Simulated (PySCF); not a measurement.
Mo(O)(NH)(NH2)(SH) (H4MoN2OS), SMILES [NH]=[Mo]([NH2])(=[O])[SH], multiplicity 1. Geometry optimised at PBE-D3(BJ)/def2-SVP. The spin state was assumed, not searched. The structure was generated by enumeration; whether it is a known compound was not checked. The def2 effective core potentials stand for the cores of Mo; spin–orbit coupling is left out. Other conformers were not sampled.

Computed equilibrium geometry at PBE-D3(BJ)/def2-SVP (PySCF confirms it by a frequency run) as a Z-matrix (one conformer of several):
```
Mo
O 1 1.7029
N 1 1.7547 2 115.10
H 3 1.0305 1 141.85 2 4.65
N 1 1.9400 2 109.85 3 -121.17
H 5 1.0244 1 125.11 2 142.05
H 5 1.0256 6 111.21 1 171.45
S 1 2.3681 2 109.78 3 115.27
H 8 1.3666 1 93.83 2 45.91
```
